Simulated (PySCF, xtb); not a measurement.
C4H6OS, SMILES O=C1[C@@H](S)CC1. The values are those of a single conformer.

Harmonic wavenumbers (cm⁻¹) from GFN2-xTB (xtb) at its own minimum, in rising order: 63, 140, 182, 289, 432, 527, 600, 715, 760, 837, 908, 986, 1002, 1025, 1046, 1072, 1132, 1156, 1193, 1208, 1241, 1418, 1473, 1858, 2425, 2980, 3003, 3015, 3028, 3032.

Task: What does PBE-D3(BJ)/def2-SVP (PySCF 2.14.0) give at its own minimum? (An estimate is asked for; the answer gives what the named calculation found.)

Result: 85, 137, 202, 290, 399, 526, 571, 683, 731, 837, 878, 907, 956, 1004, 1016, 1038, 1133, 1156, 1171, 1190, 1216, 1359, 1414, 1855, 2597, 2999, 3004, 3022, 3066, 3092. Paired by order, the mean absolute difference is 30 cm⁻¹ and the zero-point energies are 55.4 and 55.1 kcal/mol.
